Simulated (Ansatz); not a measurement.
One elementary step

Start structure (BH₄ClF₂, singlet), relaxed at PBE0-D4/def2-TZVP:

```xyz
8
angstrom
B -0.2347 -1.0543 0.0571
Cl 1.4924 -0.5679 -0.4412
H -0.6878 -1.8930 -0.6522
H -0.3581 -1.0909 1.2416
H -0.6260 1.0944 -0.1117
F -1.1439 0.2859 -0.3554
H 1.1101 1.2652 0.0601
F 0.4481 1.9605 0.2019
```

The step: BH₂Cl ([BH2][Cl]) + HF + HF → BH₂F ([BH2][F]) + HCl + HF; bonds formed: Cl2–H7, H5–F8; dative contacts that become bonds: B1–F6; bonds broken: B1–Cl2, H5–F6, H7–F8. Computed with Ansatz 0.2.0 (basis: def2-TZVPP and def2-QZVPP); correlated methods freeze the cores. Extrapolation: Hartree–Fock as exp(−7.88 √X), correlation as X^−2.97. Energies below are by CCSD(T) at an estimated basis limit (MP2 extrapolated from triple and quadruple zeta, plus CCSD(T) − MP2 in triple zeta).

Question: What are the electronic barrier and the energy of the step, from the start structure to the end structure? (Judge from chemistry; the value comes from the calculation.)

Answer: By the calculation: Barrier 22.0 kJ/mol; step energy -33.3 kJ/mol (downhill); reverse barrier, their difference, 55.3 kJ/mol. Barrier and step energy count from the start structure, the reverse barrier from the end structure.

The saddle point: One imaginary mode of 755i cm⁻¹.
```csv
pair,start (Å),saddle (Å),end (Å)
B1–F6,1.67,1.51,1.35
Cl2–H7,1.94,1.58,1.30
H5–F8,1.42,1.11,0.93
B1–Cl2,1.86,1.98,2.63
H5–F6,0.99,1.18,1.75
H7–F8,0.97,1.13,1.88
```

Zero-point energy (harmonic, PBE0-D4): ZPE is 126.1 kJ/mol at the start and 115.0 kJ/mol at the saddle, so the barrier goes from 22.0 to 10.9 kJ/mol.

The T1 diagnostic stays at or below 0.011.

Labels in which every atom is bracketed show which atoms are joined, not bond orders.

For scale, one of the runs: CCSD(T)/def2-TZVPP, 191 basis functions, launched by `ansatz run in.yaml --threads 4 --pin off --events-out ev --progress --plain --max-ram 9574MiB`. Time: 49 s of wall clock on 4 CPU threads of an Intel Xeon; the host was shared. Peak host memory: 2.2 GiB.
